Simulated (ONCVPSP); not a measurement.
# Potentials for phosphorus (P) compared

Generated with ld1.x 7.5 (TM, RRKJ, ultrasoft, PAW), atompaw 4.2 or ONCVPSP 4.0.1. The cutoff is in Ry: for ld1.x and atompaw files where the sum of valence levels is converged to 10 mRy in a Bessel basis, for ONCV files where the hardest occupied wave has 1 mHa per electron of residual kinetic energy. The error is the largest all-electron minus pseudo excitation energy over each file’s own four to seven test configurations (ionisations up to +4, promotions, holes and added fractions of an electron), all of which were solved. The labels leave out finer settings (local radius, basis sizes, second energies), which also bear on the numbers. Spin-polarised tests are not counted. The rows are a selection from randomly drawn settings: files with unsolved tests, undetermined cutoffs or missed reference levels are left out.

A true bound ghost makes a file unfit for plane-wave use even where its test errors are small: the radial tests pick states by their node count and pass the ghost by.

| potential | cutoff (Ry) | largest error (meV) | bound ghosts |
| --- | --- | --- | --- |
| ONCV, PBEsol, scalar-relativistic, rc 1.50/1.90/2.00 (spd), local smoothed, core correction yes, reference 3s1.5 3p3.5, qcut 3.6/3.9/5.2, projectors 2/2/1 | 65 | +5.5 | none |
| ONCV, PBEsol, scalar-relativistic, rc 1.40/2.00/1.75 (spd), local smoothed, core correction yes, reference 3s1.5 3p3.5, qcut 5/4.6/6.4, projectors 2/3/3 | 21 | +5.4 | d |
| ONCV, revPBE, scalar-relativistic, rc 1.55/1.95 (sp), local smoothed, core correction yes, reference 3s2 3p3, qcut 4.7/4.7, projectors 2/2 | 20 | +131 | none |
| ONCV, LDA (Perdew-Wang 92), scalar-relativistic, rc 1.05/0.85/1.00 (spd), local smoothed, core correction yes, reference 2s2 2p6 3s2 3p2, qcut 9.9/17.1/9.2, projectors 2/2/2 | 228 | +6.3 | none |
| ONCV, PBE, non-relativistic, rc 0.95/0.80/0.95 (spd), local smoothed, core correction yes, reference 2s2 2p6 3s2 3p3, qcut 9.7/15.4/9.4, projectors 2/3/2 | 213 | +9.8 | none |
| ONCV, PBEsol, scalar-relativistic, rc 1.50/1.35 (sp), local p, core correction yes, reference 3s2 3p3, qcut 3.7/5.3, projectors 1/0 | 79 | +128 | none |
| ONCV, Wu-Cohen, scalar-relativistic, rc 1.50/1.50 (sp), local p, core correction yes, reference 3s2 3p3, qcut 5/5.6, projectors 2/0 | 21 | +54 | none |
| ONCV, PBE, scalar-relativistic, rc 1.65/2.00 (sp), local smoothed, core correction yes, reference 3s2 3p3, qcut 3.8/4, projectors 1/3 | 37 | +206 | none |

**Question.** Fill in the row for P: ONCV, LDA (Perdew-Wang 92), scalar-relativistic, rc 1.05/0.90 (sp), local smoothed, core correction yes, reference 2s2 2p6 3s2 3p3, qcut 10.4/16.8, projectors 2/2.

**Answer.** cutoff 214 Ry, largest error +11 meV, bound ghosts: none.
